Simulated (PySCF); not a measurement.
Computed shifts of a molecule C₃H₆O₂Si, PBE/pcSseg-1 (PySCF), GIAO, gas phase, equivalent atoms averaged, in ppm (number of nuclei): ¹³C: 179.8 (1), 152.3 (1), 112.0 (1). ²⁹Si: -89.1 (1). ¹H: 6.97 (1), 6.59 (1), 5.25 (1), 4.45 (3). References: ¹³C against TMS (σ = 182.0 ppm); ¹⁷O against H2O (σ = 334.3 ppm); ²⁹Si against TMS (σ = 335.4 ppm); ¹H against TMS (σ = 31.49 ppm), references at their B3LYP-D3(BJ)/def2-TZVP geometries, non-relativistic. The structure is a stationary point at PBE0-D3(BJ)/def2-SVP. Other conformers were not sampled.

Question: Pick the molecule that these values belong to.
A. O=C1OCC[SiH2]1
B. O[Si]1(O)C=CC1
C. C=COC(=O)[SiH3]
D. C=C1CO[SiH2]O1

Answer: C, C=COC(=O)[SiH3]
